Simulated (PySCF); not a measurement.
## Correlation energy of Al⁻ (aluminium, charge -1)

[Ne] 3s2 3p2, high-spin 3P determinant. Computed with PySCF 2.14 in aug-cc-pVQZ-DK, with scalar relativity by spin-free X2C-1e. Frozen: [Ne]; 4 electrons correlated.

| level | correlation energy (mhartree) |
| --- | --- |
| CCSD | -65.44 |
| (T) | -3.29 |
| CCSD(T) | -68.73 |

Diagnostics: T1 = 0.019, D1 = 0.0420, largest double amplitude 0.081.

Cost of the coupled-cluster step: roughly 26 core-seconds, for 4 correlated electrons.
